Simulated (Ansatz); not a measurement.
# Worked example: CH3Br + GeH3(NH2) → CH5N + GeH3Br

Species: CH3Br `CBr`, singlet; GeH3(NH2), singlet; CH5N (methylamine) `CN`, singlet; GeH3Br `[GeH3][Br]`, singlet. The partners trade Br for NH2: C–Br and Ge–NH2 bonds give way to C–NH2 and Ge–Br.

Shapes, held fixed at every level: PBE0-D4/def2-TZVP. Programs: Ansatz 0.2.0. The zero-point and thermal change to 298 K, harmonic and unscaled (PBE0-D4/def2-TZVP), is +5.4 kJ/mol.

At CCSD(T)/def2-TZVPP; 1 Eh = 2625.50 kJ/mol:

| species | energy (Eh) |
| --- | --- |
| CH3Br | -2612.542543 |
| GeH3(NH2) | -2133.280548 |
| CH5N | -95.699696 |
| GeH3Br | -4650.143558 |

Problem. Work out ΔH(298 K) of the reaction at this level.

Solution. 
1. Products less reactants: (-95.699696) + (-4650.143558) − [(-2612.542543) + (-2133.280548)] = -0.020163 Eh = -52.9 kJ/mol.
2. With the thermal change: -52.9 + (+5.4) = -47.5 kJ/mol.

Other levels give -63.9 (CCSD(T)/def2-SVP) to -49.9 kJ/mol (CCSD/def2-TZVPP). No measured value is set beside it here. Relativity is left out for Br, Ge unless named. Correlated rows may include outer-core shells of Br, Ge, which these sets cover unevenly.
